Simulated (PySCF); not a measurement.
SMILES Fc1ccc(C(F)(F)F)s1, GFN2-xTB optimised geometry.

```
12

F     -1.85    -2.70     0.00
C     -1.06    -1.64     0.00
C      0.29    -1.64     0.00
C      0.80    -0.32     0.00
C     -0.18     0.62     0.00
C      0.00     2.10     0.00
F     -0.50     2.68    -1.11
F      1.30     2.43     0.04
F     -0.59     2.70     1.04
S     -1.77    -0.06     0.00
H      0.89    -2.53     0.00
H      1.85    -0.08     0.00
```

Density from PySCF 2.14.0 with CAM-B3LYP/def2-TZVP at that geometry.

Minimum of the electron density along straight lines between bonded atoms, close to the bond critical point (lines longer than 1.1 times the sum of covalent radii, or with two minima, are not listed):

```csv
bond,length / Å,ρ at the minimum / e bohr⁻³,∇²ρ there / e bohr⁻⁵,position (fraction from the first atom)
F1–C2,1.327,0.279,(withheld),0.67
C2–C3,1.358,0.338,-1.01,0.54
C3–C4,1.409,0.308,(withheld),0.50
C4–C5,1.363,0.332,-0.97,0.48
C5–C6,1.489,0.282,-0.81,0.47
C6–F7,1.345,0.285,-0.57,0.35
C6–F8,1.339,0.288,-0.53,0.34
C6–F9,1.344,0.286,-0.55,0.34
C2–S10,1.727,0.218,-0.47,0.50
C5–S10,1.731,0.213,(withheld),0.48
C3–H11,1.073,0.290,-1.06,0.65
C4–H12,1.075,0.292,-1.08,0.65
```

Question: Complete the blanks.

Answer: 
- F1–C2, ∇²ρ there / e bohr⁻⁵: -0.07
- C3–C4, ∇²ρ there / e bohr⁻⁵: -0.90
- C5–S10, ∇²ρ there / e bohr⁻⁵: -0.44
